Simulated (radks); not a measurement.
Question: The mean radii <r> (bohr) of the occupied orbitals of an atom or ion are listed with their occupations. All-electron calculation, scalar-relativistic Kohn-Sham, PBE, spin-polarised, spherical densities, point nucleus. Program: a radial shooting solver on a logarithmic mesh with Libxc functionals.

orbital  occ.     <r>
1s up       1  0.1997
1s down     1  0.1993
2s up       1   1.128
2s down     1   1.159
2p up       3   1.231
2p down     1   1.335

Name the element and its charge. Open shells, if any, are filled with parallel spins first.

Answer: Z = 8, oxygen, charge 0: O in [He] 2s2 2p4. The 1s radius gives Z: for a bare nucleus <r> = (2 gamma + 1)/(2Z) with gamma = sqrt(1 - (Z/c)^2), 0.1873 bohr for Z = 8, and screening makes it slightly larger (0.1997 here). The occupations add up to 8, and the charge is Z minus that.
